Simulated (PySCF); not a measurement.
C2H6OSi2. Atoms are numbered in the order given.

```xyz
11

O      1.7672     1.4241    -0.4053
Si     0.4489     0.7650     0.3868
C      0.5251    -1.0358     0.9603
C     -0.5612    -1.6198     0.3886
Si    -1.3433    -0.2922    -0.7230
H      2.0672     0.9656    -1.1992
H      0.1728     1.7415     1.4743
H      1.2055    -1.5701     1.6377
H     -0.8559    -2.6594     0.5873
H     -1.2086    -0.5851    -2.1841
H     -2.7798     0.0281    -0.4596
```

The structure is a stationary point at B3LYP-D3(BJ)/def2-SVP. The structure was generated by enumeration; whether it is a known compound was not checked. The values are those of a single conformer.

Level of theory: PBE/pcSseg-1 run with PySCF.

GIAO shieldings, no solvent; atoms listed in one row are averaged. δ = σ(ref) − σ: ¹⁷O against H2O (σ = 334.3 ppm); ²⁹Si against TMS (σ = 335.4 ppm); ¹³C against TMS (σ = 182.0 ppm); ¹H against TMS (σ = 31.49 ppm), references at their B3LYP-D3(BJ)/def2-TZVP geometries, non-relativistic.

```tsv
nucleus	atoms	count	δ (ppm)
¹⁷O	O1	1	64.8
²⁹Si	Si2	1	1.4
²⁹Si	Si5	1	-42.2
¹³C	C3	1	181.4
¹³C	C4	1	169.9
¹H	H9	1	8.05
¹H	H8	1	7.97
¹H	H7	1	5.97
¹H	H11	1	5.17
¹H	H10	1	4.96
¹H	H6	1	1.61
```
